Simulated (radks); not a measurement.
The numbers below are computed, except where a source is named.
Q: Radial electron density D(r) = 4 pi r^2 rho(r) of an atom or ion with 62 electrons. Level of theory: scalar-relativistic Kohn-Sham, BLYP, spin-polarised, spherical densities, finite nucleus; Fermi nuclear charge, rms radius of each element as measured or else 0.836 A^(1/3) + 0.57 fm (a radial shooting solver on a logarithmic mesh with Libxc functionals).

```
   r/bohr * D(r) (the largest magnitude, 118, reaches the edge; | marks zero)
 0.002645 |         *
  0.00303 |           *
 0.003472 |             *
 0.004009 |                *
 0.004593 |                   *
 0.005263 |                      *
 0.006078 |                         *
 0.006963 |                             *
 0.007978 |                                *
  0.00914 |                                   *
  0.01056 |                                      *
  0.01209 |                                       *
  0.01385 |                                        *
    0.016 |                                        *
  0.01833 |                                       *
    0.021 |                                      *
  0.02426 |                                    *
  0.02779 |                                    *
  0.03184 |                                    *
  0.03648 |                                       *
  0.04212 |                                           *
  0.04826 |                                                *
  0.05529 |                                                    *
  0.06386 |                                                      *
  0.07316 |                                                     *
  0.08382 |                                                 *
   0.0968 |                                            *
   0.1109 |                                         *
   0.1271 |                                         *
   0.1456 |                                            *
   0.1681 |                                               *
   0.1926 |                                               *
   0.2207 |                                           *
   0.2548 |                                  *
    0.292 |                         *
   0.3345 |                     *
   0.3863 |                     *
   0.4426 |                        *
   0.5071 |                         *
   0.5809 |                      *
   0.6709 |                 *
   0.7686 |            *
   0.8806 |        *
    1.017 |      *
    1.165 |     *
    1.335 |   *
    1.542 |  *
    1.766 | *
    2.024 |*
    2.318 |*
    2.677 *
    3.068 *
    3.514 *
    4.059 *
     4.65 *
```

What is the nuclear charge?

A: Z = 66. The innermost maximum, from 1s, lies near gamma/Z bohr with gamma = sqrt(1 - (Z/c)^2) = 0.876, here 0.0133 bohr (found: 0.0145), and its height grows with Z. The density is that of the dysprosium ion Dy4+ in [Kr] 4d10 4f9 5s1 5p6; the configuration itself is not fixed sharply by these data, and Z only to a few units. D(r) has 4 maxima, at r = 0.0145, 0.0649, 0.181, 0.495 bohr, and minima at 0.0278, 0.119, 0.354 bohr, inside which lie 1.92, 11.16, 29.46 electrons.
